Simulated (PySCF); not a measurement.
CH5Ge2N, SMILES [CH]1=[N][GeH2][GeH2]1. Atoms are numbered in the order given.

```xyz
9

C     -1.5804    -0.4897     0.0000
N     -1.5456     0.7875     0.0000
Ge     0.3339     1.2111     0.0000
Ge     0.2902    -1.2563     0.0000
H     -2.5477    -1.0297     0.0000
H      0.7257     2.0149    -1.2602
H      0.7257     2.0149     1.2602
H      0.7136    -2.0642    -1.2525
H      0.7136    -2.0642     1.2525
```

The structure is a stationary point at B3LYP-D3(BJ)/def2-SVP. The structure was generated by enumeration, and PubChem lists no compound with its InChIKey, so it may never have been made.

Method: PBE0/pcSseg-1 run with PySCF.

GIAO shieldings, no solvent; atoms alike by connectivity are averaged. δ = σ(ref) − σ: ¹³C against TMS (σ = 186.3 ppm); ¹⁵N against NH3 (σ = 267.4 ppm); ⁷³Ge against GeH4 (σ = 1658.3 ppm); ¹H against TMS (σ = 31.56 ppm), references at their B3LYP-D3(BJ)/def2-TZVP geometries, non-relativistic.

Computed chemical shifts:
```tsv
nucleus	atoms	count	δ (ppm)
¹³C	C1	1	210.2
¹⁵N	N2	1	567.0
⁷³Ge	Ge3	1	287.9
⁷³Ge	Ge4	1	249.1
¹H	H5	1	10.20
¹H	H8, H9	2	6.28
¹H	H6, H7	2	6.24
```
